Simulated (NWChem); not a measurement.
System: PbHOBr, singlet; SMILES [Pb]([Br])[OH]

```xyz
4

Pb     0.2196     0.6916     0.0000
Br    -0.0342    -1.9289     0.0000
O     -1.8456     1.0948     0.0000
H     -2.0444     2.0403     0.0000
```
Atoms are numbered in this order, from 1.

Results from NWChem. Medium grid unless said otherwise, to which SCAN and Minnesota functionals are sensitive. Low-valent species are run as closed-shell singlets; no triplet was tried in these runs. All runs use the structure optimised with PBE0/def2-SVP. def2 effective core potentials on Pb; no spin-orbit coupling.

### Question
Order these by “orbital gap (eV)”, lowest first: r2SCAN0/def2-SVP; KT2/def2-SVP; TPSSh/def2-SVP; B3LYP/def2-SVP.

### Answer
KT2/def2-SVP (3.01), TPSSh/def2-SVP (3.87), B3LYP/def2-SVP (4.33), r2SCAN0/def2-SVP (5.06)
